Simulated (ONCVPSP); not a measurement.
Which change was made? (B, ONCV)

boron, optimised norm-conserving Vanderbilt (ONCV), made with ONCVPSP 4.0.1 (LDA (Perdew-Wang 92), scalar-relativistic). Core [He], reference 2s2 2p1. Waves: 2s: rc 1.20 bohr, ncon 3, nbas 7, qcut 5.6 1/bohr, 3 projectors, debl 2.5 Ha; 2p: rc 2.80 bohr, ncon 4, nbas 8, qcut 4 1/bohr, 2 projectors, debl 0.6 Ha; d scattering state at 0.35 Ha: rc 2.75 bohr, ncon 4, nbas 7, qcut 3 1/bohr, 2 projectors, debl 0.7 Ha. Local part: polynomial inside 0.80 bohr (lpopt 5, dvloc0 0 Ha). Core correction: none.

Cutoffs, loose and tight: the cutoffs (Ha) at which the residual kinetic energy of the hardest occupied pseudo-wave falls to 1 and 0.1 mHa per electron. They do not see the model core or the augmentation charge, which bear on the density cutoff. Test errors are all-electron minus pseudo excitation energies from the reference, over the configurations 2s2 2p0; 2s1 2p0; 2s2 2p0.5; 2s0 2p3; variants that change the core or the reference have their own tests.

The base gives: outcome: generated; cutoff, loose: 12 Ha; cutoff, tight: 16 Ha; bound ghosts: s; GHOST(+) flags above zero: d; largest test error (meV): +321.

(1) After one change the result is: outcome: generated; cutoff, loose: 12 Ha; cutoff, tight: 16 Ha; bound ghosts: s, p, d; GHOST(+) flags above zero: s; largest test error (meV): +286. Which change was it?
A. all radii scaled by about 1.11 (s 1.34, p 3.12, d 3.06 bohr); local potential polynomial inside 0.88 bohr (lpopt 5, dvloc0 0 Ha)
B. functional PBE
C. reference 2s2 2p0.5

## Answers

(1) B. The others give: reference 2s2 2p0.5 → outcome: generated; cutoff, loose: 12 Ha; cutoff, tight: 17 Ha; bound ghosts: s; GHOST(+) flags above zero: s, d; largest test error (meV): +200 | all radii scaled by about 1.11 (s 1.34, p 3.12, d 3.06 bohr); local potential polynomial inside 0.88 bohr (lpopt 5, dvloc0 0 Ha) → outcome: generated; cutoff, loose: 11 Ha; cutoff, tight: 15 Ha; bound ghosts: d; GHOST(+) flags above zero: none; largest test error (meV): +395.
